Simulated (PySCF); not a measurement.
C$_{2}$H$_{9}$AlOSi, charge -1, doublet, at a GFN2-xTB geometry (such geometries of metal compounds can be far from the true shape) (a state made from the parent by changing its charge; the spin is typed, not shown lowest); SVWN5/3-21G in PySCF.

PySCF was given this input:
```python
from pyscf import gto, scf, dft

mol = gto.Mole()
mol.atom = '''
    Al   -0.348811    1.109574    0.025886
    C     1.575079    1.935325    0.018947
    H     2.313334    1.445103    0.669354
    H     1.540882    2.984745    0.342838
    H     2.023364    1.947412   -0.984531
    C    -0.912952    1.103268    2.042014
    H    -1.891134    0.628752    2.203298
    H    -1.015924    2.132324    2.413262
    H    -0.221155    0.602930    2.734474
    O    -0.225424   -0.596252   -0.522581
    Si   -0.031553   -2.121726   -0.908719
    H    -0.907941   -3.004335   -0.110693
    H     1.354672   -2.596952   -0.734888
    H    -0.389186   -2.321813   -2.332683
'''
mol.basis = '3-21g'
mol.charge = -1
mol.spin = 1
mol.verbose = 4
mol.build()

mf = dft.UKS(mol)
mf.xc = 'lda,vwn'
mf.DIIS = scf.EDIIS
mf.kernel()
mf.analyze()
```

Question: Write the output that PySCF gives for this input, abridged.

Answer: 
```
PySCF version 2.14.0

[INPUT] verbose = 4
[INPUT] num. atoms = 14
[INPUT] num. electrons = 57
[INPUT] charge = -1
[INPUT] spin (= nelec alpha-beta = 2S) = 1
[INPUT] symmetry False subgroup None
[INPUT] Mole.unit = angstrom
[INPUT] Symbol           X                Y                Z      unit          X                Y                Z       unit  Magmom
[...]
nuclear repulsion = 265.701432616039
number of shells = 47
number of NR pGTOs = 126
number of NR cGTOs = 71
basis = 3-21g
ecp = {}

******** <class 'pyscf.dft.uks.UKS'> ********
method = UKS
initial guess = minao
damping factor = 0
level_shift factor = 0
DIIS = <class 'pyscf.scf.diis.EDIIS'>
diis_start_cycle = 1
diis_space = 8
diis_damp = 0
SCF conv_tol = 1e-09
SCF conv_tol_grad = None
SCF max_cycles = 50
direct_scf = True
direct_scf_tol = 1e-13
number electrons alpha = 29  beta = 28
XC library pyscf.dft.libxc version 7.1.2
    S. Lehtola, C. Steigemann, M. J. T. Oliveira, and M. A. L. Marques,  SoftwareX 7, 1–5 (2018)
XC functionals = lda,vwn
    P. A. M. Dirac,  Math. Proc. Cambridge Philos. Soc. 26, 376 (1930)
    F. Bloch,  Z. Phys. 57, 545 (1929)
    S. H. Vosko, L. Wilk, and M. Nusair,  Can. J. Phys. 58, 1200 (1980)
radial grids:
    Treutler-Ahlrichs [JCP 102, 346 (1995); DOI:10.1063/1.469408] (M4) radial grids

becke partition: Becke, JCP 88, 2547 (1988); DOI:10.1063/1.454033
pruning grids: <function nwchem_prune>
grids dens level: 3
symmetrized grids: False
atomic radii adjust function: <function treutler_atomic_radii_adjust>
small_rho_cutoff = 0
Set gradient conv threshold to 3.16228e-05
tot grids = 168952
init E= -681.03774170786

cycle= 1 E= -681.281692010561  delta_E= -0.244  |g|= 0.806  |ddm|= 2.32
cycle= 2 E= -678.696541672719  delta_E= 2.59  |g|= 2.32  |ddm|= 4.67
cycle= 3 E= -680.944144047567  delta_E= -2.25  |g|= 1.28  |ddm|= 4.81
cycle= 4 E= -681.145880523515  delta_E= -0.202  |g|= 0.992  |ddm|= 0.618
cycle= 5 E= -681.145880512664  delta_E= 1.09e-08  |g|= 0.992  |ddm|= 1.31e-08
cycle= 6 E= -681.145880438806  delta_E= 7.39e-08  |g|= 0.992  |ddm|= 8.91e-08
cycle= 7 E= -681.145880524869  delta_E= -8.61e-08  |g|= 0.992  |ddm|= 1.04e-07
cycle= 8 E= -681.145880498342  delta_E= 2.65e-08  |g|= 0.992  |ddm|= 3.2e-08
cycle= 9 E= -681.145880523509  delta_E= -2.52e-08  |g|= 0.992  |ddm|= 3.04e-08
cycle= 10 E= -681.145880540532  delta_E= -1.7e-08  |g|= 0.992  |ddm|= 2.05e-08
cycle= 11 E= -676.487413010447  delta_E= 4.66  |g|= 2.66  |ddm|= 6.05
cycle= 12 E= -680.444956119674  delta_E= -3.96  |g|= 1.68  |ddm|= 6.24
cycle= 13 E= -680.837956084996  delta_E= -0.393  |g|=  1.3  |ddm|= 0.957
cycle= 14 E= -680.837956083794  delta_E= 1.2e-09  |g|=  1.3  |ddm|= 1.25e-09
cycle= 15 E= -680.837956083764  delta_E= 2.93e-11  |g|=  1.3  |ddm|= 2.87e-11
cycle= 16 E= -680.837956022779  delta_E= 6.1e-08  |g|=  1.3  |ddm|= 6.3e-08
cycle= 17 E= -680.837956084726  delta_E= -6.19e-08  |g|=  1.3  |ddm|= 6.4e-08
cycle= 18 E= -680.837956083398  delta_E= 1.33e-09  |g|=  1.3  |ddm|= 1.37e-09
cycle= 19 E= -680.837956098  delta_E= -1.46e-08  |g|=  1.3  |ddm|= 1.51e-08
cycle= 20 E= -673.581571272529  delta_E= 7.26  |g|= 2.83  |ddm|= 9.64
cycle= 21 E= -679.893611683788  delta_E= -6.31  |g|= 1.95  |ddm|= 9.72
cycle= 22 E= -680.428638606313  delta_E= -0.535  |g|= 1.61  |ddm|=  1.3
cycle= 23 E= -680.42863860704  delta_E= -7.27e-10  |g|= 1.61  |ddm|= 6.84e-10
cycle= 24 E= -680.428638606837  delta_E= 2.03e-10  |g|= 1.61  |ddm|= 1.87e-10
cycle= 25 E= -680.428638586576  delta_E= 2.03e-08  |g|= 1.61  |ddm|= 1.9e-08
cycle= 26 E= -680.428638632897  delta_E= -4.63e-08  |g|= 1.61  |ddm|= 4.35e-08
cycle= 27 E= -680.428638607591  delta_E= 2.53e-08  |g|= 1.61  |ddm|= 2.38e-08
cycle= 28 E= -680.428638606624  delta_E= 9.67e-10  |g|= 1.61  |ddm|= 9.11e-10
cycle= 29 E= -671.344000637732  delta_E= 9.08  |g|= 2.86  |ddm|= 11.7
cycle= 30 E= -679.4410437529  delta_E= -8.1  |g|= 2.12  |ddm|= 11.8
cycle= 31 E= -680.032816948421  delta_E= -0.592  |g|= 1.85  |ddm|= 1.69
[...]
SCF not converged.
Total Energy =                        -680.224343399068630
[...]
spin_pop of  0 Al 3py       0.00993
spin_pop of  0 Al 3pz       0.13605
spin_pop of  0 Al 4px       0.00012
spin_pop of  0 Al 4py       0.00005
spin_pop of  0 Al 4pz       0.00011
spin_pop of  1 C 1s       -0.00000
spin_pop of  1 C 2s        0.01832
spin_pop of  1 C 3s        0.00027
spin_pop of  1 C 2px       0.02367
spin_pop of  1 C 2py       0.00644
spin_pop of  1 C 2pz       0.00027
spin_pop of  1 C 3px       0.00007
spin_pop of  1 C 3py       0.00001
spin_pop of  1 C 3pz       0.00024
spin_pop of  2 H 1s        0.00921
spin_pop of  2 H 2s        0.00098
spin_pop of  3 H 1s        0.00096
spin_pop of  3 H 2s        0.00024
spin_pop of  4 H 1s       -0.00140
spin_pop of  4 H 2s        0.00023
spin_pop of  5 C 1s       -0.00000
spin_pop of  5 C 2s        0.01881
spin_pop of  5 C 3s        0.00029
spin_pop of  5 C 2px       0.00154
spin_pop of  5 C 2py       0.00100
spin_pop of  5 C 2pz       0.02737
spin_pop of  5 C 3px       0.00026
spin_pop of  5 C 3py       0.00003
spin_pop of  5 C 3pz       0.00004
spin_pop of  6 H 1s       -0.00126
spin_pop of  6 H 2s        0.00025
spin_pop of  7 H 1s        0.00103
spin_pop of  7 H 2s        0.00024
spin_pop of  8 H 1s        0.00953
spin_pop of  8 H 2s        0.00100
spin_pop of  9 O 1s        0.00000
spin_pop of  9 O 2s        0.04068
spin_pop of  9 O 3s        0.00069
spin_pop of  9 O 2px       0.00083
spin_pop of  9 O 2py       0.00835
spin_pop of  9 O 2pz      -0.00021
spin_pop of  9 O 3px      -0.00004
spin_pop of  9 O 3py       0.00001
spin_pop of  9 O 3pz      -0.00004
spin_pop of  10 Si 1s        0.00000
spin_pop of  10 Si 2s        0.00000
spin_pop of  10 Si 3s       -0.00114
spin_pop of  10 Si 4s        0.00036
spin_pop of  10 Si 2px      -0.00000
spin_pop of  10 Si 2py       0.00004
spin_pop of  10 Si 2pz      -0.00000
spin_pop of  10 Si 3px      -0.00004
spin_pop of  10 Si 3py       0.04779
spin_pop of  10 Si 3pz       0.00253
spin_pop of  10 Si 4px      -0.00002
spin_pop of  10 Si 4py       0.00016
spin_pop of  10 Si 4pz       0.00007
spin_pop of  11 H 1s        0.00940
spin_pop of  11 H 2s        0.00006
spin_pop of  12 H 1s        0.00151
spin_pop of  12 H 2s        0.00004
spin_pop of  13 H 1s        0.00236
spin_pop of  13 H 2s        0.00006
 ** Mulliken Spin Density (per atom)  **
spin density of  0 Al =      0.76690
spin density of  1 C =      0.04929
spin density of  2 H =      0.01019
spin density of  3 H =      0.00120
spin density of  4 H =     -0.00117
spin density of  5 C =      0.04934
spin density of  6 H =     -0.00101
spin density of  7 H =      0.00128
spin density of  8 H =      0.01054
spin density of  9 O =      0.05028
spin density of  10 Si =      0.04975
spin density of  11 H =      0.00946
spin density of  12 H =      0.00155
spin density of  13 H =      0.00242
 ** Mulliken pop alpha/beta on meta-lowdin orthogonal AOs **
 ** Mulliken pop       alpha | beta **
In total            29.00000 | 28.00000
 ** Mulliken atomic charges   ( Nelec_alpha | Nelec_beta ) **
charge of  0Al =      0.97245  (     6.39722      5.63032 )
charge of  1C =     -1.36654  (     3.70791      3.65862 )
charge of  2H =      0.25819  (     0.37600      0.36581 )
charge of  3H =      0.27619  (     0.36250      0.36130 )
charge of  4H =      0.28777  (     0.35553      0.35670 )
charge of  5C =     -1.37647  (     3.71290      3.66356 )
charge of  6H =      0.28868  (     0.35515      0.35617 )
charge of  7H =      0.27845  (     0.36141      0.36014 )
charge of  8H =      0.25905  (     0.37574      0.36521 )
charge of  9O =     -1.59606  (     4.82317      4.77289 )
charge of  10Si =      0.33859  (     6.85558      6.80583 )
charge of  11H =      0.11998  (     0.44474      0.43528 )
charge of  12H =      0.14752  (     0.42702      0.42546 )
charge of  13H =      0.11218  (     0.44512      0.44270 )

WARN: System has nonzero charge -1; the dipole moment is origin-dependent.
Location of origin: [0. 0. 0.]

Dipole moment(X, Y, Z, Debye): -0.31777, -4.32428, -2.40812
```

The run did not converge; its last values are not results.
